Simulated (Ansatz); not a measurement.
Coupled-cluster diagnostics for the cluster Al4F2⁻, Ansatz.

Geometry of the doublet (PBE-D4/def2-SVPD):

Cartesian coordinates in Å:
```
Al 1.802 -0.648 0.209
Al -0.441 -0.765 1.428
Al -1.804 0.642 -0.213
Al 0.441 0.767 -1.427
F -0.898 -1.557 2.908
F 0.899 1.562 -2.905
```

Correlated methods freeze 22 core orbitals. Another isomer (doublet) lies 0.23 eV lower at PBE0-D4/def2-TZVPD; other spin states weren't run for this one.

Problem. Estimate the CCSD(T) correlation energy, the shares of MP2 and (T), T1 and the reference's ⟨S²⟩ for: charge -1, doublet, own geometry in def2-SVPD; and the rough time on 4 threads of Arm Neoverse N1 on a shared host.

Solution. 
```csv
state,basis,correlation (eV),MP2 share (%),(T) share (%),T1,⟨S²⟩ (pure),wall time,remarks
"charge -1, doublet, own geometry",def2-SVPD,-19.197,88.6,4.9,0.075,2.06 (0.75),81 s,"large T1, spin-contaminated"
```
Customary marks for T1 are 0.02 (closed shells), 0.045 (open shells) and about 0.05 (3d metals). T1 exceeds 0.02 in 1 of 1 rows and 0.045 in 1; the higher it lies, the less the single-reference result can be trusted.
